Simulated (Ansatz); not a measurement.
Saddle point of SiH₆SeO, singlet (SiH₄O ([OH][SiH3]) + H₂Se → SiH₄Se ([SiH3][SeH]) + H₂O; bonds formed: Si1–Se7, O2–H6; bonds broken: Si1–O2, H6–Se7), PBE0-D4/def2-TZVP structure:

| atom | x (Å) | y (Å) | z (Å) |
| --- | --- | --- | --- |
| Si1 | -0.5281 | -0.7192 | -0.0833 |
| O2 | 0.0946 | 0.4707 | 1.1961 |
| H3 | -1.1406 | -0.2717 | -1.3552 |
| H4 | 0.0956 | -2.0564 | -0.0279 |
| H5 | -1.7489 | -0.8695 | 0.7940 |
| H6 | 0.8842 | 0.9130 | 0.6991 |
| Se7 | 1.7782 | 0.2572 | -1.0358 |
| H8 | -0.5242 | 1.0296 | 1.6866 |
| H9 | 1.0890 | 1.2463 | -1.8737 |

Energies are electronic, without zero-point energy. Barriers and step energies count from the start structure reached by relaxing down the imaginary mode; all methods use the PBE0-D4 structures, on which another method's saddle can fall below an end. Computed with Ansatz 0.2.0 (basis: def2-TZVPP, with def2-QZVPP for the basis limit); correlated methods freeze the cores. Filled d shells of the heavier atoms are correlated. The def2 sets are not built for correlating such inner shells, so the correlated values are less sure here. B3LYP uses VWN-RPA correlation. Extrapolation: Hartree–Fock as exp(−7.88 √X), correlation as X^−2.97.

```csv
method,barrier (kcal/mol),step energy (kcal/mol)
SPW92,15.97,2.80
PBE-D4,?,1.87
BLYP-D4,27.97,5.12
r2SCAN-D4,26.16,4.27
B97M-V,30.48,5.99
PBE0-D4,25.34,2.50
B3LYP-D4,29.77,5.48
r2SCAN0-D4,27.44,4.22
BHLYP-D4,32.78,6.28
CAM-B3LYP-D4,31.59,7.17
wB97X-V,?,5.15
wB97M-V,28.72,4.88
B2PLYP,?,6.43
PBE-QIDH,28.35,3.98
RPA on PBE,33.18,6.34
HF,43.82,9.50
MP2,29.89,4.88
CCSD,33.83,6.05
CCSD(T),31.60,5.40
```

Q: Fill in the withheld barriers. (An estimate is asked for; the value comes from the calculation.)

A: By the calculation: wB97X-V 30.64; PBE-D4 22.61; B2PLYP 31.70 kcal/mol. Each is the energy of the saddle less that of the start structure, by the same method.

For comparison, the barrier by CCSD(T) at an estimated basis limit (MP2 extrapolated from triple and quadruple zeta, plus CCSD(T) − MP2 in triple zeta) is 30.07 kcal/mol.

No T1 diagnostic of these runs exceeds 0.011.

Labels in which every atom is bracketed show which atoms are joined, not bond orders.

For scale, one of the runs: CCSD(T)/def2-TZVPP, 205 basis functions, launched by `ansatz run in.yaml --threads 4 --pin off --events-out ev --progress --plain --max-ram 9574MiB`. The run took 90 s on 4 CPU threads of an Arm Neoverse V1 (shared host), with 2.6 GiB of host memory at its peak.
